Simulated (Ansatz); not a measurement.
Relaxation of BCl₂H₅O₂Si (11 atoms, charge 0, multiplicity 1), to a largest force component of 0.03 eV/Å in at most 50 steps.

Level of theory: RKS r2SCAN/6-31G* in Ansatz 0.2.0.

```xyz
11
Properties=species:S:1:pos:R:3:forces:R:3
B 0.028 -0.623 -0.132 0.23 -0.08 0.60
Cl 0.353 -1.078 1.619 -0.10 0.09 -0.71
O 1.026 -0.204 -0.929 -0.11 -0.06 0.14
H 1.835 -0.020 -0.425 -0.03 0.00 -0.03
Cl -1.556 -0.952 -0.809 0.04 0.00 0.01
O -0.439 1.760 0.827 -0.22 -0.21 0.71
Si -1.664 2.845 0.437 0.12 -0.02 0.00
H -2.912 2.157 0.001 0.01 0.02 0.01
H -1.993 3.705 1.617 0.03 -0.04 -0.08
H -1.141 3.685 -0.676 -0.04 -0.08 0.09
H -0.533 1.340 1.716 0.06 0.38 -0.74
```

Task: Where does it end, and by what steps?

Result: The run converged. After 13 steps the energy has fallen by 0.064 eV; H10 moved furthest, 0.70 Å.

```tsv
step	energy less start (eV)	largest force component (eV/Å)	accepted
0	0.0000	0.736	yes
1	-0.0194	0.461	yes
2	-0.0317	0.314	yes
3	-0.0387	0.180	yes
4	-0.0423	0.124	yes
5	-0.0460	0.153	yes
6	-0.0496	0.238	yes
7	-0.0533	0.130	yes
8	-0.0561	0.170	yes
9	-0.0555	0.236	no
10	-0.0620	0.081	yes
11	-0.0629	0.087	yes
12	-0.0628	0.078	no
13	-0.0640	0.027	yes
```

```xyz
11
Properties=species:S:1:pos:R:3
B 0.042 -0.542 -0.130
Cl 0.627 -1.293 1.379
O 0.852 0.183 -0.924
H 1.698 0.374 -0.491
Cl -1.567 -0.948 -0.728
O -0.639 1.571 1.173
Si -1.568 2.741 0.413
H -2.939 2.258 0.096
H -1.691 3.958 1.268
H -0.837 3.075 -0.830
H -0.972 1.239 2.019
```

Whether the end is a true minimum wasn't checked by a vibrational analysis.

Run time: 33 s on 4 threads of Arm Neoverse V2, with other jobs on the host, peak memory 0.2 GiB.
